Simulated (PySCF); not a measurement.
C3H10OPSi (doublet state).
Structure used (GFN2-xTB), in Å, numbered top down from 1:
```xyz
16
C3H10OPSi angstrom
C     -1.4445   -1.1655    1.4439
C     -1.1262   -0.2398    0.3458
C     -1.5173    1.1997    0.6553
O      0.2928   -0.2979    0.1314
Si     1.1077   -0.2207   -1.2524
P      3.1918   -0.4778   -0.4978
H     -1.4110   -0.8198    2.4591
H     -1.4537   -2.2225    1.2615
H     -1.6086   -0.5687   -0.5848
H     -2.5874    1.2621    0.8335
H     -0.9860    1.5390    1.5408
H     -1.2553    1.8442   -0.1797
H      0.8611    1.0284   -1.9908
H      0.7671   -1.3199   -2.1649
H      3.7443   -0.3958   -1.7623
H      3.4178    0.8639   -0.2500
```

The hyperfine couplings belong to this conformer and change with its torsions.

Identity: `[CH2][C@@H](C)O[SiH2]P` [radical].

Computed, not measured: UKS B3LYP, pcH-1 on C H O P Si, non-relativistic, mean-field spin-orbit, GIAO in PySCF 2.14.0. Isolated species at its GFN2-xTB geometry (one conformer only). The geometry wasn't refined by DFT: couplings that depend on bond lengths, twists or pyramidal angles can differ widely from those at the functional's own minimum.

**Question.** Count the α and β electrons and give S(S+1).

**Answer.** 65 electrons with 2S = 1: 33 α and 32 β; S(S+1) = 0.75.

Mulliken spin populations, one withheld:

| atom | bound to | population |
| --- | --- | --- |
| C1 | C2, H7, H8 | ? |
| C2 | C1, C3, O4, H9 | -0.0516 |
| C3 | C2, H10, H11, H12 | -0.0001 |
| O4 | C2, Si5 | +0.0374 |
| Si5 | O4, P6, H13, H14 | +0.0099 |
| P6 | Si5, H15, H16 | +0.0008 |
| H7 | C1 | -0.0441 |
| H8 | C1 | -0.0437 |
| H9 | C2 | +0.0094 |
| H10 | C3 | +0.0018 |
| H11 | C3 | -0.0005 |
| H12 | C3 | +0.0012 |
| H13 | Si5 | +0.0015 |
| H14 | Si5 | -0.0005 |
| H15 | P6 | +0.0009 |
| H16 | P6 | -0.0001 |

**Question.** Fill in the missing population.

**Answer.** 1 − (-0.0777) gives +1.078, since all populations sum to 2S.

**Question.** How is the spin shared among the elements?

**Answer.** Carbon +1.03, oxygen +0.04, silicon +0.01, phosphorus 0.00, hydrogen -0.07. The positive populations sum to 1.14, the negative ones to -0.14.

**Question.** The run gives ⟨S²⟩ = 0.7534. What does that say of the overlap of α and β orbitals, and of the weight of higher spin?

**Answer.** For a single determinant ⟨S²⟩ = S(S+1) + Nβ − Σ|⟨iα|jβ⟩|², so the squared overlaps of occupied orbitals sum to 32 − 0.0034 = 31.9966. If the quartet state (S + 1) were the only admixture, its weight would be 0.0034/(2S + 2) = 0.11 %.

**Question.** What Fermi-contact NMR shifts do the couplings of C2, C3, Si5, P6, H9, H10/H11/H12, H13 imply at 298 K (Curie law, g = gₑ)?

**Answer.** δ = a_FC·h·gₑ μB S(S+1)/(3 g_N μN kT), with k/h = 20836.6 MHz/K:

```tsv
nuclei	isotope	a_FC (MHz)	g_N	contact shift (ppm)
C2	13C	-13.92	1.4048	-1466
C3	13C	2.81	1.4048	+296
Si5	29Si	-7.86	-1.1106	+1048
P6	31P	3.97	2.2632	+260
H9	1H	25.16	5.5857	+667
H10/H11/H12	1H	3.24	5.5857	+86
H13	1H	2.93	5.5857	+78
```

All at the stated temperature. Entries for several nuclei are means.

Nuclei that the bonding pattern makes equivalent are averaged, as if the motion that swaps them (rotation, inversion, ring flip) were fast. The three 1H nuclei of mean +3.2 MHz run from -1.2 to 6.2 MHz in the frozen geometry.

Time: 63 s (grids of density and orbitals included); peak memory 0.97 GiB. Hardware: an Arm Neoverse V2 with one thread, shared host with 32 logical CPUs at a one-minute load of 14.
